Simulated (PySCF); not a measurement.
4-chlorothioanisole, C7H7ClS.
SMILES with atom numbers: `[CH3:1][S:2][c:3]1[cH:4][cH:5][c:6]([Cl:7])[cH:8][cH:9]1` (hydrogens: H10, H11, H12 on C1; H13 on C4; H14 on C5; H15 on C8; H16 on C9)

Structure used (PBE0-D3(BJ)/def2-SVP), in Å, numbered top down from 1:
```xyz
16
C7H7ClS angstrom
C      2.2755    0.5875    0.0040
S      1.3254   -0.7501   -0.7288
C     -0.2756   -0.5368   -0.0280
C     -1.2593   -1.4617   -0.4136
C     -2.5525   -1.3786    0.0834
C     -2.8821   -0.3610    0.9802
Cl    -4.4940   -0.2522    1.6063
C     -1.9203    0.5642    1.3729
C     -0.6226    0.4776    0.8715
H      2.3285    0.4991    1.0992
H      1.8782    1.5739   -0.2773
H      3.2898    0.4878   -0.4058
H     -1.0043   -2.2601   -1.1152
H     -3.3120   -2.1009   -0.2200
H     -2.1872    1.3565    2.0743
H      0.1127    1.2151    1.1947
```

All values: PBE0/def2-SVPD (PySCF, non-relativistic), on one gas-phase PBE0-D3(BJ)/def2-SVP geometry that isn't relaxed in the solvent. The solvent is an IEF-PCM continuum (van der Waals radii × 1.2), and excitations are vertical TDDFT with non-equilibrium linear response and a frozen core. Specific hydrogen bonds and non-electrostatic terms are outside this model.

Gas-phase singlets (H = HOMO, L = LUMO):

| state | E (eV) | λ (nm) | f | leading configurations |
| --- | --- | --- | --- | --- |
| S1 | 4.471 | 277 | 0.015 | H→L 89% |
| S2 | 4.941 | 251 | 0.356 | H→L+1 90% |
| S3 | 5.243 | 236 | 0.000 | H→L+2 86% |
| S4 | 5.625 | 220 | 0.001 | H→L+3 90% |
| S5 | 6.042 | 205 | 0.037 | H-2→L 48%, H-1→L+1 33%, H-1→L 8% |

Problem. Give the list for methanol (ε = 32.61), n² = 1.77.

Solution. 
| state | E (eV) | λ (nm) | f | leading configurations | change by rank (eV) |
| --- | --- | --- | --- | --- | --- |
| S1 | 4.505 | 275 | 0.021 | H→L 82%, H→L+1 11% | +0.034 |
| S2 | 4.869 | 255 | 0.448 | H→L+1 83%, H→L 13% | -0.072 |
| S3 | 5.414 | 229 | 0.000 | H→L+2 80%, H→L+3 11% | +0.171 |
| S4 | 5.734 | 216 | 0.005 | H→L+3 84%, H→L+2 11% | +0.109 |
| S5 | 6.024 | 206 | 0.005 | H→L+4 72%, H→L+5 14% | -0.018 |

Problem. How does the list change in water (ε = 78.36)?

Solution. 
```csv
state,E (eV),λ (nm),f,leading configurations,change by rank (eV)
S1,4.507,275,0.022,"H→L 81%, H→L+1 12%",+0.036
S2,4.868,255,0.449,"H→L+1 82%, H→L 13%",-0.073
S3,5.419,229,0.000,"H→L+2 78%, H→L+3 13%",+0.176
S4,5.737,216,0.005,"H→L+3 83%, H→L+2 12%",+0.112
S5,6.022,206,0.005,"H→L+4 73%, H→L+5 14%",-0.020
```

Problem. The ground-state energy changes by -0.223 eV from gas to water. By how much does the total energy of gas-phase S2 change?

Solution. E(S2) = E(S0) + excitation energy, so it changes by -0.223 − 0.073 = -0.296 eV: it is lowered more than the ground state, which is what a red shift means. This is the vertical state, with the slow part of the continuum still set for S0.

Problem. How do the frontier levels move from gas to water?

Solution. 
| orbital | gas (eV) | solvent (eV) | change (eV) |
| --- | --- | --- | --- |
| LUMO+2 | 0.29 | 0.51 | +0.22 |
| LUMO+1 | -0.62 | -0.61 | +0.01 |
| LUMO | -0.74 | -0.70 | +0.04 |
| HOMO | -6.20 | -6.22 | -0.02 |
| HOMO-1 | -7.80 | -7.76 | +0.04 |
| HOMO-2 | -8.11 | -8.16 | -0.05 |
| HOMO-3 | -8.99 | -9.14 | -0.15 |

The HOMO–LUMO gap goes from 5.46 to 5.51 eV. Rows go by rank; for LUMO, LUMO+1 and LUMO+2 the atom shares or the degeneracy differ between the runs, so the row needn't follow one orbital.
